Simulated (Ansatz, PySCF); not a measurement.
C6H10, SMILES C=CCC1CC1. Atoms are numbered in the order given.

```xyz
16

C      2.2437     0.1645     0.8320
C      1.4017    -0.3830    -0.0486
C      0.5040     0.3846    -0.9771
C     -0.9860     0.3006    -0.6554
C     -1.4929     0.4064     0.7578
C     -1.6146    -0.8984     0.0087
H      2.3394     1.2513     0.9289
H      2.8723    -0.4486     1.4839
H      1.3420    -1.4765    -0.1105
H      0.8046     1.4467    -0.9803
H      0.6555     0.0105    -2.0065
H     -1.6066     0.7892    -1.4150
H     -2.3985     0.9901     0.9452
H     -0.7466     0.4570     1.5562
H     -0.9689    -1.7232     0.3215
H     -2.6044    -1.2150    -0.3318
```
Charge 0, spin multiplicity 1.

The structure is a stationary point at B3LYP-D3(BJ)/def2-SVP. Other conformers were not sampled.

Two levels are set side by side: PBE-D3(BJ)/def2-SVP (Ansatz, a quantum-chemistry and plane-wave program) and B3LYP-D3(BJ)/def2-SVP (Ansatz). Each level has its own optimised geometry; the coordinates shown are those of the second. Frequencies come from the Hessian of PySCF at each geometry. Differences are taken from unrounded values.

```json
[
 {"quantity": "mean bond length (Å)", "B3LYP-D3(BJ)": "1.241", "PBE-D3(BJ)": "1.247", "PBE-D3(BJ) minus B3LYP-D3(BJ)": "0.007"},
 {"quantity": "bond C1–C2 (Å)", "B3LYP-D3(BJ)": "1.336", "PBE-D3(BJ)": "1.345", "PBE-D3(BJ) minus B3LYP-D3(BJ)": "0.009"},
 {"quantity": "bond C2–C3 (Å)", "B3LYP-D3(BJ)": "1.502", "PBE-D3(BJ)": "1.503", "PBE-D3(BJ) minus B3LYP-D3(BJ)": "0.001"},
 {"quantity": "bond C3–C4 (Å)", "B3LYP-D3(BJ)": "1.527", "PBE-D3(BJ)": "1.529", "PBE-D3(BJ) minus B3LYP-D3(BJ)": "0.003"},
 {"quantity": "bond C4–C5 (Å)", "B3LYP-D3(BJ)": "1.505", "PBE-D3(BJ)": "1.510", "PBE-D3(BJ) minus B3LYP-D3(BJ)": "0.005"},
 {"quantity": "bond C4–C6 (Å)", "B3LYP-D3(BJ)": "1.508", "PBE-D3(BJ)": "1.512", "PBE-D3(BJ) minus B3LYP-D3(BJ)": "0.005"},
 {"quantity": "bond C5–C6 (Å)", "B3LYP-D3(BJ)": "1.509", "PBE-D3(BJ)": "1.513", "PBE-D3(BJ) minus B3LYP-D3(BJ)": "0.003"},
 {"quantity": "bond C1–H7 (Å)", "B3LYP-D3(BJ)": "1.095", "PBE-D3(BJ)": "1.103", "PBE-D3(BJ) minus B3LYP-D3(BJ)": "0.008"},
 {"quantity": "bond C1–H8 (Å)", "B3LYP-D3(BJ)": "1.094", "PBE-D3(BJ)": "1.101", "PBE-D3(BJ) minus B3LYP-D3(BJ)": "0.008"},
 {"quantity": "bond C2–H9 (Å)", "B3LYP-D3(BJ)": "1.097", "PBE-D3(BJ)": "1.105", "PBE-D3(BJ) minus B3LYP-D3(BJ)": "0.009"},
 {"quantity": "bond C3–H10 (Å)", "B3LYP-D3(BJ)": "1.104", "PBE-D3(BJ)": "1.112", "PBE-D3(BJ) minus B3LYP-D3(BJ)": "0.008"},
 {"quantity": "bond C3–H11 (Å)", "B3LYP-D3(BJ)": "1.106", "PBE-D3(BJ)": "1.114", "PBE-D3(BJ) minus B3LYP-D3(BJ)": "0.008"},
 {"quantity": "bond C4–H12 (Å)", "B3LYP-D3(BJ)": "1.096", "PBE-D3(BJ)": "1.104", "PBE-D3(BJ) minus B3LYP-D3(BJ)": "0.008"},
 {"quantity": "bond C5–H13 (Å)", "B3LYP-D3(BJ)": "1.094", "PBE-D3(BJ)": "1.101", "PBE-D3(BJ) minus B3LYP-D3(BJ)": "0.008"},
 {"quantity": "bond C5–H14 (Å)", "B3LYP-D3(BJ)": "1.094", "PBE-D3(BJ)": "1.102", "PBE-D3(BJ) minus B3LYP-D3(BJ)": "0.008"},
 {"quantity": "bond C6–H15 (Å)", "B3LYP-D3(BJ)": "1.093", "PBE-D3(BJ)": "1.101", "PBE-D3(BJ) minus B3LYP-D3(BJ)": "0.008"},
 {"quantity": "bond C6–H16 (Å)", "B3LYP-D3(BJ)": "1.094", "PBE-D3(BJ)": "1.101", "PBE-D3(BJ) minus B3LYP-D3(BJ)": "0.008"},
 {"quantity": "highest harmonic wavenumber (cm⁻¹)", "B3LYP-D3(BJ)": "3225", "PBE-D3(BJ)": "3164", "PBE-D3(BJ) minus B3LYP-D3(BJ)": "-61"},
 {"quantity": "mean harmonic wavenumber (cm⁻¹)", "B3LYP-D3(BJ)": "1489", "PBE-D3(BJ)": "1450", "PBE-D3(BJ) minus B3LYP-D3(BJ)": "-39"},
 {"quantity": "zero-point energy (kcal/mol)", "B3LYP-D3(BJ)": "89.40", "PBE-D3(BJ)": "87.06", "PBE-D3(BJ) minus B3LYP-D3(BJ)": "-2.35"}
]
```

Exact exchange shortens and stiffens bonds; PBE has none. Differences between two approximate levels are no errors against the true value.
